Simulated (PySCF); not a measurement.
An unknown is described by computed data only.

Formula: C4H3OPS.

| Item | Value |
| --- | --- |
| Polarisability | 91.0 au [CAM-B3LYP/def2-SVPD] |
| Triplet | lowest triplet excitation (Tamm–Dancoff): 2.46 eV [TDA CAM-B3LYP/def2-SVPD] |
| Rotational structure | rotational constants A, B, C: 3.261, 1.732, 1.131 GHz [GFN2-xTB] |
| UV, first state | lowest singlet excitation: 3.51 eV (353 nm, f = 0.001) [TDDFT CAM-B3LYP/def2-SVPD] |
| 13C NMR | chemical shifts (computed TMS as zero) by class: 190.7 (1 C), 184.4 (1 C), 156.9 (1 C), 152.0 (1 C) ppm [GIAO PBE0/pcSseg-1] |
| Dipole | 4.46 D [CAM-B3LYP/def2-SVPD] |
| 1H NMR | chemical shifts (computed TMS as zero) by class: 10.21 (1 H), 8.60 (1 H), 8.43 (1 H) ppm [GIAO PBE0/pcSseg-1] |

Electronic properties: PySCF, gas phase, density fitting. Levels stand in brackets. One conformer (not necessarily the lowest) at the GFN2-xTB geometry, without solvent, vibrations or thermal averaging. Each NMR value is the plain mean over a class of atoms that symmetry, rotation or inversion makes alike.

Q: Propose a structure and show how it fits.

A: Numbering: `[O:1]=[CH:2][c:3]1[p:4][cH:5][cH:6][s:7]1`. 4 carbons fall into 4 classes; from least to most shielded: substituted aromatic carbon [C3] (190.7 ppm), aldehyde carbon [C2] (184.4 ppm), aromatic CH carbon [C5] (156.9 ppm), aromatic CH next to a ring sulfur [C6] (152.0 ppm). Hydrogen classes from least to most shielded: 1 H on an aldehyde carbon, C2 (10.21 ppm), 1 H on an aromatic CH carbon, C5 (8.60 ppm), 1 H on an aromatic CH next to a ring sulfur, C6 (8.43 ppm). S1 is mainly HOMO−1→LUMO (weight 0.89); the largest Löwdin shares of the orbital it empties are 0.57 on the aldehyde oxygen, 0.14 on the aldehyde carbon, 0.09 on the phosphorus bonded to 2 C and 0.08 on the substituted aromatic carbon, of the orbital it fills 0.27 on the phosphorus bonded to 2 C, 0.16 on the substituted aromatic carbon, 0.14 on the thiophene-type sulfur and 0.13 on the aldehyde oxygen. The optimised geometry has point group Cs and is an asymmetric top. Structure: `O=Cc1pccs1`. The assignments are read from this structure; whether some other isomer fits the data as well wasn't checked.

Conformer computed: `[O:1]=[CH:2][c:3]1[p:4][cH:5][cH:6][s:7]1`: O1–C2–C3–P4 0°.
